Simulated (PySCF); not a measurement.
Sn(Br)(OH)2(NH2) (BrH₄NO₂Sn), SMILES [NH2][Sn]([OH])([OH])[Br]. Geometry optimised at PBE-D3(BJ)/def2-SVP. The structure was generated by enumeration; whether it is a known compound was not checked. The def2 effective core potentials stand for the cores of Sn; spin–orbit coupling is left out. The values are those of a single conformer.

Computed equilibrium geometry at PBE-D3(BJ)/def2-SVP (PySCF confirms it by a frequency run) as bond lengths and angles (one conformer of several):
Atoms: N1 Sn2 O3 O4 Br5 H6 H7 H8 H9. Bonds (Å): N1–Sn2 2.051, N1–H6 1.031, N1–H7 1.032, Sn2–O3 1.999, Sn2–O4 1.997, Sn2–Br5 2.521, O3–H8 0.978, O4–H9 0.978. Angles (°): Sn2–N1–H6 107.9, Sn2–N1–H7 108.5, H6–N1–H7 106.5, N1–Sn2–O3 113.7, N1–Sn2–O4 110.2, N1–Sn2–Br5 107.0, O3–Sn2–O4 103.4, O3–Sn2–Br5 108.8, O4–Sn2–Br5 114.0, Sn2–O3–H8 109.1, Sn2–O4–H9 109.1.
